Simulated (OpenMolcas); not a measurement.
3d3 ions of rising charge with 6 ammonia ligands in octahedral coordination

| Quantity | Value |
| --- | --- |
| Program | OpenMolcas 26.06 |
| Method | CASSCF |
| Spin-orbit coupling | RASSI with atomic mean-field integrals over the reference wave functions |

The d shell is active. Anionic complexes are neutralised by point charges behind the ligands. Distances were set from a Shannon-type radius of the metal (high-spin where two are listed, low-spin for CN, NH3 and NCH) plus a fixed donor radius (NH3 1.42 Å). Ligand basis ANO-RCC-VDZP, DKH2 Hamiltonian. Energies in cm-1 above the lowest state or level, χT in cm3 K/mol. Spin-only χT is S(S+1) / 2 for the spin of the ground state.

```tsv
Ion	Shell	R (Å)	Metal basis	Ground state	First state of that spin	First gap with spin-orbit (degeneracies)	χT at 300 K	First state of another spin	Spin-only χT
V2+	3d3	2.21	ANO-RCC-VTZP	2S+1 = 4	14444	14418 (4, 2)	1.860	2S+1 = 2: 16093	1.875
Cr3+	3d3	2.04	ANO-RCC-VDZP	2S+1 = 4	21678	19327 (4, 2)	1.849	2S+1 = 2: 19371	1.875
Mn4+	3d3	1.95	ANO-RCC-VTZP	2S+1 = 4	30545	0.1 (2, 2)	1.851	2S+1 = 2: 22398	1.875
```

The rows also differ in their metal basis, so part of each step comes from that.

χT departs most from the spin-only value for Cr3+, by -0.026 cm3 K/mol.

Without dynamic correlation the repulsion within the d shell is too large (B by tens of per cent), so at a given field states of lower spin stand too high. Ligand-to-metal charge-transfer states are missing. With no ligand orbital active B as a rule stays too high, so bands that hang on it stand too high and its fall with covalency is understated. With metal d orbitals alone and no dynamic correlation the field as a rule comes out too small, by tens of per cent, by up to half for chloride and softer ligands (holds for V2+). The least metal-like active orbital is 84 % on the metal (Löwdin) and no ligand orbital is active, so the numbers are rough (holds for Cr3+). With metal d orbitals alone the field can be off either way by tens of per cent (holds for Cr3+; Mn4+). The least metal-like active orbital is 71 % on the metal (Löwdin) and no ligand orbital is active, so the numbers are rough (holds for Mn4+). No measured value stands beside these numbers; the geometry was imposed, not optimised, and the real ion may take another.

A state without a sure symmetry label is named by its multiplicity alone.
